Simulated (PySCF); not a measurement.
Electron correlation in Br+ (bromine, charge +1)

[Ar] 3d10 4s1 4p5, high-spin 3P determinant (an excited configuration). Computed with PySCF 2.14 in aug-cc-pwCVDZ-PP with ECP10MDF (6s5p4d1f, 48 functions), with a scalar-relativistic core potential. Frozen: 3s2 3p6 3d10; 6 electrons correlated.

```csv
level,correlation energy (mhartree)
CCSD,-186.90
(T),-10.45
CCSD(T),-197.35
```

Diagnostics: T1 = 0.017, D1 = 0.0339, largest double amplitude 0.228.

A double-excitation amplitude exceeds 0.15, a sign of near-degeneracy.

Cost of the coupled-cluster step: of the order of 0.9 core-seconds, for 6 correlated electrons.

Iterations:

```
CC2 = 0
CCSD nocc = (np.int64(4), np.int64(2)), nmo = (39, 39)
frozen orbitals [[0, 1, 2, 3, 4, 5, 6, 7, 8], [0, 1, 2, 3, 4, 5, 6, 7, 8]]
max_cycle = 100
direct = 0
conv_tol = 1e-08
conv_tol_normt = 1e-06
diis_space = 8
diis_start_cycle = 0
Init t2, MP2 energy = -0.12606370070576
Init E_corr(UCCSD) = -0.126063700705992
cycle = 1  E_corr(UCCSD) = -0.153183663735561  dE = -0.027119963  norm(t1,t2) = 0.123749
cycle = 2  E_corr(UCCSD) = -0.165607903009451  dE = -0.0124242393  norm(t1,t2) = 0.083084
cycle = 3  E_corr(UCCSD) = -0.188336092785197  dE = -0.0227281898  norm(t1,t2) = 0.0573606
cycle = 4  E_corr(UCCSD) = -0.184468181794525  dE = 0.00386791099  norm(t1,t2) = 0.00910937
cycle = 5  E_corr(UCCSD) = -0.187076434776956  dE = -0.00260825298  norm(t1,t2) = 0.00723617
cycle = 6  E_corr(UCCSD) = -0.187443612079084  dE = -0.000367177302  norm(t1,t2) = 0.00271112
cycle = 7  E_corr(UCCSD) = -0.186908506688102  dE = 0.000535105391  norm(t1,t2) = 0.00207084
cycle = 8  E_corr(UCCSD) = -0.186876745991518  dE = 3.17606966e-05  norm(t1,t2) = 0.000409088
cycle = 9  E_corr(UCCSD) = -0.18688560844931  dE = -8.86245779e-06  norm(t1,t2) = 0.00019171
cycle = 10  E_corr(UCCSD) = -0.186904152001688  dE = -1.85435524e-05  norm(t1,t2) = 8.86433e-05
cycle = 11  E_corr(UCCSD) = -0.186900367515206  dE = 3.78448648e-06  norm(t1,t2) = 3.52182e-05
cycle = 12  E_corr(UCCSD) = -0.186899480545161  dE = 8.86970044e-07  norm(t1,t2) = 1.44986e-05
cycle = 13  E_corr(UCCSD) = -0.186899705284417  dE = -2.24739255e-07  norm(t1,t2) = 7.09932e-06
cycle = 14  E_corr(UCCSD) = -0.186900007728572  dE = -3.02444156e-07  norm(t1,t2) = 3.65843e-06
cycle = 15  E_corr(UCCSD) = -0.186899883231562  dE = 1.24497011e-07  norm(t1,t2) = 9.34147e-07
cycle = 16  E_corr(UCCSD) = -0.186899874489676  dE = 8.7418856e-09  norm(t1,t2) = 1.51839e-07
UCCSD converged
E(UCCSD) = -414.7431741588105  E_corr = -0.186899874489676
UCCSD(T) correction = -0.0104497269399424
```
